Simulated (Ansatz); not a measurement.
Species: BiI₂, net charge -1, singlet state. 
Structure (B3LYP-D3(BJ)/def2-TZVP (Ansatz, a program for electronic structure) minimum search):
```
Bi
I 1 2.9399
I 1 2.9399 2 101.91
```
Charge -1, spin multiplicity 1.

Problem. Give the harmonic wavenumbers at B3LYP-D3(BJ)/def2-TZVP (Ansatz, finite differences of forces, unscaled).

Solution. 40, 131, 139 cm⁻¹. Zero-point energy 0.4 kcal/mol.
